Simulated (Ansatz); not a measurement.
Reactions of `[SiH3][O][GeH2][SiH3]`.

Computed with Ansatz on PBE0-D4/def2-TZVP structures; ΔE is electronic, products minus reactants. CCSD(T)/CBS adds triple-zeta CCSD(T) − MP2 to the extrapolated MP2 energy (def2 sets, frozen cores). This one scheme is used for every species. DFT in def2-TZVPP. def2 core potentials past Kr. For Ga, Ge, Sn outer-core shells are correlated without core-valence functions, which leaves a few kJ/mol of doubt a bond. Scalar relativity is left out up to krypton. Each species was taken in one conformer, which may not be the lowest.

```tsv
reaction	PBE-D4 (kJ/mol)	CCSD(T)/CBS(def2) (kJ/mol)
`[SiH3][O][GeH2][SiH3]` + `[NH2][SnH3]` → `[SiH3][NH][SnH3]` + `[OH][GeH2][SiH3]`	41	45
`[SiH3][O][GeH2][SiH3]` + `[CH3][Ga]([CH3])[OH]` → `[CH3][Ga]([CH3])[O][SiH3]` + `[OH][GeH2][SiH3]`	-3	-1
`[SiH3][O][GeH2][SiH3]` + `C#CF` → `FC#[C][GeH2][SiH3]` + `O[SiH3]`	6	10
`[SiH3][O][GeH2][SiH3]` + `[OH][GeH2][F]` → `[F][GeH2][O][SiH3]` + `[SiH3][O][GeH3]`	-60	-84
`[SiH3][O][GeH2][SiH3]` + `OC[SiH2]S` → `[SiH3]OC[SiH2]S` + `[OH][GeH2][SiH3]`	10	16
`[SiH3][O][GeH2][SiH3]` + `F[SiH](F)[SiH3]` → `F[SiH]([SiH3])[SiH3]` + `[F][GeH2][O][SiH3]`	79	91
`[SiH3][O][GeH2][SiH3]` + `C[SiH](N)O` → `C[SiH](N)O[SiH3]` + `[OH][GeH2][SiH3]`	-5	-2
```

Largest T1 diagnostic: 0.013, for `F[SiH]([SiH3])[SiH3]`.
